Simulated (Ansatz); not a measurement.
Reactions of `O=CB[TeH]`.

Gas-phase electronic energies from Ansatz, PBE0-D4/def2-TZVP geometries. CCSD(T)/CBS is the MP2 limit (def2-TZVPP, def2-QZVPP) plus CCSD(T) − MP2 in def2-TZVPP, frozen cores. This one scheme is used for every species. DFT in def2-TZVPP. Elements past krypton have def2 core potentials. For As, Ga, Ge, Se, Te outer-core shells are correlated without core-valence functions, which leaves a few kJ/mol of doubt a bond. Scalar relativity is left out up to krypton. One conformer a species, not always the lowest.

```
                                                  reaction  CCSD/CBS(def2) (kJ/mol)  PBE0-D4 (kJ/mol)  r2SCAN-D4 (kJ/mol)  ωB97X-V (kJ/mol)  CCSD(T)/CBS(def2) (kJ/mol)
  `O=CB[TeH]` + `[GeH3][SeH]` → `O=C[Se][GeH3]` + `B[TeH]`                       -8               -16                 -23               -12                         -13
                        `O=CB[TeH]` + CH₄ → `CBC=O` + H₂Te                       76                78                  80                68                          82
                `O=CB[TeH]` + H₂Te → `O=C[TeH]` + `B[TeH]`                        3                -3                 -12                 3                          -1
          `O=CB[TeH]` + `N[AsH2]` → `N[AsH][TeH]` + `BC=O`                       21                15                  11                17                          19
`O=CB[TeH]` + `C[BH][GaH2]` → `C[B]([GaH2])[TeH]` + `BC=O`                        0                -1                  -4                 1                          -5
               `O=CB[TeH]` + `OCF` → `OC(F)[TeH]` + `BC=O`                      133               130                 121               123                         130
```

Largest T1 diagnostic: 0.021, for `BC=O`.
